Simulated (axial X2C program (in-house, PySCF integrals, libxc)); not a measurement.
# NiNC⁺: the levels of the configuration d7 s1

Calculated with an in-house all-electron X2C program for linear molecules (integrals from PySCF): two-component X2C with atomic mean-field Coulomb and Gaunt terms, basis Ni dyall-v3z, N dyall-v3z, C dyall-v3z (cores contracted in-house). Orbitals come from Hartree–Fock averaged over the configuration Ni d7 s1; CI then distributes these electrons over the d, s shells of Ni.

Ni–N–C held linear, bonds 1.774 and 1.170 Å (the second held) (near the minimum of the configuration average).

Active spinors (ω > 0):

```csv
shell,ω,ε (eV),character
d,3/2,-26.85,100% Ni d
d,5/2,-26.65,100% Ni d
d,1/2,-25.42,"90% Ni d, 6% N p"
d,3/2,-25.34,"90% Ni d, 5% N p"
d,1/2,-24.87,"87% Ni d, 4% N p, 3% Ni s"
s,1/2,-11.77,"58% Ni s, 33% Ni p, 6% N p"
```

Lowest levels of this model:

| Ω | energy (cm⁻¹) | g∥ | configuration |
| --- | --- | --- | --- |
| 3 | 0 | 7.90 | 97% d8 |
| 2 | 378 | 4.03 | 97% d8 |
| 1 | 970 | 0.13 | 98% d8 |
| 4 | 1556 | 10.00 | 84% d8 + 16% d7 s1 |
| 3 | 2654 | 6.10 | 84% d8 + 16% d7 s1 |
| 2 | 3483 | 2.27 | 84% d8 + 16% d7 s1 |
| 0 | 3557 | 0.00 | 90% d8 + 10% d7 s1 |
| 1 | 3836 | 2.25 | 91% d8 + 9% d7 s1 |
| 2 | 4042 | 5.71 | 92% d8 + 8% d7 s1 |
| 0 | 4317 | 0.00 | 92% d8 + 8% d7 s1 |
| 1 | 5924 | 3.62 | 86% d8 + 14% d7 s1 |
| 0 | 6166 | 0.00 | 86% d8 + 14% d7 s1 |
| 5 | 6419 | 14.01 | 100% d7 s1 |
| 4 | 6890 | 10.02 | 100% d7 s1 |
| 3 | 7376 | 6.03 | 100% d7 s1 |
| 2 | 7878 | 2.03 | 100% d7 s1 |
| 1 | 8394 | 1.98 | 100% d7 s1 |
| 0 | 9685 | 0.00 | 100% d7 s1 |
| 3 | 10225 | 9.85 | 100% d7 s1 |
| 0 | 10779 | 0.00 | 100% d7 s1 |
| 0 | 11630 | 0.00 | 100% d7 s1 |
| 4 | 11738 | 11.99 | 100% d7 s1 |
| 0 | 13186 | 0.00 | 100% d7 s1 |
| 0 | 13206 | 0.00 | 100% d7 s1 |
| 4 | 16600 | 10.00 | 86% d7 s1 + 14% d8 |

g∥ is the magnitude of 2⟨Lz + ge Sz⟩ for the +Ω component.

Task: From Ω and g∥ of the lowest level, whose 2⟨Lz + ge Sz⟩ is positive, find ⟨Sz⟩ and ⟨Lz⟩ (ge = 2.0023).

Result: Ω = ⟨Lz⟩ + ⟨Sz⟩ = 3 and ⟨Lz⟩ + ge⟨Sz⟩ = 3.950, so ⟨Sz⟩ = 0.95 and ⟨Lz⟩ = 2.05.

Occupations of the active spinors in the lowest level by ω, shell by shell in order of energy: -5/2: 0.02; -3/2: 0.98 0.98; -1/2: 1.00 0.02 0.00; 1/2: 1.00 0.98 0.02; 3/2: 1.00 1.00; 5/2: 1.00. The leading determinant has weight 0.95 among 39.

This point took 1.1 s on 1 thread of Arm Neoverse V2, on a shared host.

Dynamic correlation is missing, so gaps between terms are too wide and other configurations may lie lower; the lowest level listed is that of this model, not necessarily the ground state. The lowest levels belong to d8, not to the averaged configuration, so orbitals and distance suit them less well. For d shells the ligand-field splittings (σ, π, δ) and their order can be off by a thousand cm⁻¹ or more. At most 4 roots were kept for each Ω > 0 (twice that for Ω = 0) within 3.2 eV of the lowest, so higher up levels can be missing between those listed; levels with Ω > 0 are doubly degenerate and listed once, Ω = 0 levels singly. The molecule was held linear; bending was not examined.
